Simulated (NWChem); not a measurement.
System: AlH2SOCl; SMILES [OH][Al]([Cl])[SH]

Here is an NWChem input.

```
start job
memory heap 200 mb stack 900 mb global 1100 mb
geometry units angstroms noautosym nocenter noautoz
  Al     0.409631    -0.059690     0.000000
  Cl    -0.463666     1.845541     0.000000
  O      2.086477    -0.280864     0.000000
  H      2.757941     0.403052     0.000000
  S     -0.852638    -1.818510     0.000000
  H      0.221820    -2.641071     0.000000
end
basis spherical
  * library 6-31g*
end
dft
  xc hfexch
  iterations 150
  mulliken
end
task dft energy
esp
  recalculate
  probe 0.07
  range 0.3
  factor 1.0
  spacing 0.02
end
task esp
```

Parts of the log:

```
             Northwest Computational Chemistry Package (NWChem) 7.3.0
             --------------------------------------------------------

                             Geometry "geometry" -> ""
                             -------------------------

 Output coordinates in angstroms (scale by  1.889725989 to convert to a.u.)

  No.       Tag          Charge          X              Y              Z
 ---- ---------------- ---------- -------------- -------------- --------------
    1 Al                  13.0000     0.40963100    -0.05969000     0.00000000
    2 Cl                  17.0000    -0.46366600     1.84554100     0.00000000
    3 O                    8.0000     2.08647700    -0.28086400     0.00000000
    4 H                    1.0000     2.75794100     0.40305200     0.00000000
    5 S                   16.0000    -0.85263800    -1.81851000     0.00000000
    6 H                    1.0000     0.22182000    -2.64107100     0.00000000

 Effective nuclear repulsion energy (a.u.)     244.6149562979

  xc_inp: hfexch multiplicative factor not found.

                                 NWChem DFT Module
                                 -----------------

 Summary of "ao basis" -> "ao basis" (spherical)
 ------------------------------------------------------------------------------
       Tag                 Description            Shells   Functions and Types
 ---------------- ------------------------------  ------  ---------------------
 Al                          6-31g*                  8       18   4s3p1d
 Cl                          6-31g*                  8       18   4s3p1d
 O                           6-31g*                  6       14   3s2p1d
 H                           6-31g*                  2        2   2s
 S                           6-31g*                  8       18   4s3p1d

            General Information
            -------------------
          SCF calculation type: DFT
          Wavefunction type:  closed shell.
          No. of atoms     :     6
          No. of electrons :    56
           Alpha electrons :    28
            Beta electrons :    28
          Charge           :     0
          Spin multiplicity:     1
          Use of symmetry is: off; symmetry adaption is: off
          Maximum number of iterations: 150
          AO basis - number of functions:    72
                     number of shells:    34
          Convergence on energy requested:  1.00D-06
          Convergence on density requested:  1.00D-05
          Convergence on gradient requested:  5.00D-04

              XC Information
              --------------
                     Hartree-Fock (Exact) Exchange  1.000

      Superposition of Atomic Density Guess
      -------------------------------------

 Sum of atomic energies:       -1174.51573168

      Non-variational initial energy
      ------------------------------

 Total energy =   -1175.330435
 1-e energy   =   -2112.337082
 2-e energy   =     692.391691
 HOMO         =      -0.343325
 LUMO         =      -0.022675

     ---------------------------------------------
      Total Density - Mulliken Population Analysis
     ---------------------------------------------

    Atom       Charge   Shell Charges
 -----------   ------   -------------------------------------------------------
    1 Al  13    11.73   2.00  2.00  5.97  0.65  0.70  0.10  0.10  0.19
    2 Cl  17    17.44   2.00  2.00  5.98  1.38  3.73  0.55  1.79  0.01
    3 O    8     9.14   2.00  0.93  3.20  0.91  2.08  0.01
    4 H    1     0.44   0.35  0.09
    5 S   16    16.53   2.00  2.00  5.98  1.33  3.14  0.53  1.54  0.02
    6 H    1     0.73   0.39  0.34

   convergence    iter        energy       DeltaE   RMS-Dens  Diis-err
 ---------------- ----- ----------------- --------- --------- ---------
 d= 0,ls=0.0,diis     1  -1175.0169953108 -1.42D+03  9.70D-03  5.97D-01
 d= 0,ls=0.0,diis     2  -1175.0757325754 -5.87D-02  3.07D-03  2.03D-01
 d= 0,ls=0.0,diis     3  -1175.0955063379 -1.98D-02  9.84D-04  4.12D-03
 d= 0,ls=0.0,diis     4  -1175.0963753097 -8.69D-04  3.53D-04  2.98D-04
 d= 0,ls=0.0,diis     5  -1175.0964548443 -7.95D-05  8.98D-05  1.54D-05
  Resetting Diis
 d= 0,ls=0.0,diis     6  -1175.0964601887 -5.34D-06  2.73D-05  9.86D-07
 d= 0,ls=0.0,diis     7  -1175.0964605969 -4.08D-07  4.68D-06  5.67D-08

         Total DFT energy =    -1175.096460596934
      One electron energy =    -2115.148268885620
           Coulomb energy =      775.329954732631
    Exchange-Corr. energy =      -79.893102741838
 Nuclear repulsion energy =      244.614956297893

 Numeric. integr. density =        0.000000000000

                       DFT Final Molecular Orbital Analysis
                       ------------------------------------

 Vector   26  Occ=2.000000D+00  E=-4.736745D-01
              MO Center= -3.6D-01,  1.1D+00, -3.9D-14, r^2= 3.4D+00
   Bfn.  Coefficient  Atom+Function         Bfn.  Coefficient  Atom+Function
  ----- ------------  ---------------      ----- ------------  ---------------
    25      0.613871  2 Cl px                29      0.344159  2 Cl px
    21     -0.238310  2 Cl px                59     -0.210695  5 S  px
    26      0.153163  2 Cl py                40     -0.142612  3 O  py
    44     -0.124761  3 O  py                62      0.118342  5 S  s
    58      0.106510  5 S  s                  8      0.101641  1 Al py

 Vector   27  Occ=2.000000D+00  E=-4.519736D-01
              MO Center= -6.8D-01, -1.0D+00,  7.8D-14, r^2= 3.7D+00
   Bfn.  Coefficient  Atom+Function         Bfn.  Coefficient  Atom+Function
  ----- ------------  ---------------      ----- ------------  ---------------
    59      0.414456  5 S  px                60      0.353682  5 S  py
    26      0.271698  2 Cl py                 8     -0.224603  1 Al py
    63      0.196976  5 S  px                25      0.178250  2 Cl px
    64      0.160713  5 S  py                55     -0.159688  5 S  px
     6      0.157043  1 Al s                 58     -0.157519  5 S  s

 Vector   28  Occ=2.000000D+00  E=-3.942825D-01
              MO Center= -7.6D-01, -1.7D+00,  3.2D-15, r^2= 1.9D+00
   Bfn.  Coefficient  Atom+Function         Bfn.  Coefficient  Atom+Function
  ----- ------------  ---------------      ----- ------------  ---------------
    61      0.650457  5 S  pz                65      0.425763  5 S  pz
    57     -0.246785  5 S  pz                 9      0.089213  1 Al pz
    27     -0.085617  2 Cl pz                31     -0.062268  2 Cl pz
    41     -0.061517  3 O  pz                45     -0.060224  3 O  pz
    15     -0.047693  1 Al d -1              17      0.036977  1 Al d  1

 Vector   29  Occ=0.000000D+00  E= 8.077846D-02
              MO Center=  4.4D-01,  1.3D-02,  2.6D-14, r^2= 5.8D+00
   Bfn.  Coefficient  Atom+Function         Bfn.  Coefficient  Atom+Function
  ----- ------------  ---------------      ----- ------------  ---------------
    10      1.786400  1 Al s                 62     -0.554344  5 S  s
    28     -0.548513  2 Cl s                 42     -0.401745  3 O  s
    64     -0.354715  5 S  py                30      0.314145  2 Cl py
    63     -0.227661  5 S  px                 2     -0.172441  1 Al s
    58     -0.145633  5 S  s                 26      0.137996  2 Cl py

 Vector   30  Occ=0.000000D+00  E= 9.215367D-02
              MO Center=  4.2D-01, -6.8D-02, -1.6D-14, r^2= 5.5D+00
   Bfn.  Coefficient  Atom+Function         Bfn.  Coefficient  Atom+Function
  ----- ------------  ---------------      ----- ------------  ---------------
    13      0.948306  1 Al pz                 9      0.327958  1 Al pz
    65     -0.325762  5 S  pz                31     -0.263693  2 Cl pz
    45     -0.235675  3 O  pz                61     -0.185533  5 S  pz
    27     -0.173489  2 Cl pz                41     -0.163520  3 O  pz
     5     -0.129940  1 Al pz                57      0.070545  5 S  pz

[...]

                     NWChem Electrostatic Potential Fit Module
                     -----------------------------------------

 Atom parameters

 Number of atoms is                                    6
 Number of basis functions is                         72

 Grid parameters

 Maximum number of grid points is                  31749
 Number of grid points is                          31748
 Grid range                                     0.300000 nm
 Grid spacing                                   0.020000 nm
 Probe radius                                   0.070000 nm
 Atom radius factor                             1.000000

 Atomic radii

    1    0.100000
    8    0.136000
   13    0.195000
   16    0.174000
   17    0.169000
 FASTESP  F
  using M.O. file = ./job.movecs

    Atom              Coordinates                           Charge

                                                  ESP

    1 Al    0.040963   -0.005969    0.000000    1.067235
    2 Cl   -0.046367    0.184554    0.000000   -0.365193
    3 O     0.208648   -0.028086    0.000000   -0.880920
    4 H     0.275794    0.040305    0.000000    0.450040
    5 S    -0.085264   -0.181851    0.000000   -0.489124
    6 H     0.022182   -0.264107    0.000000    0.217962
                                            ------------
                                                0.000000

 Dipole moment                                  0.897778

 Quadrupole moment Qxx                         -5.757002
                   Qyy                         -4.251079
                   Qzz                         10.008080

 RMS deviation kJ/mol                           0.089856

 RRMS %                                        29.109092
```

Level: Hartree-Fock/6-31G* (spherical d). The geometry was optimised at PBE0/def2-SVP.
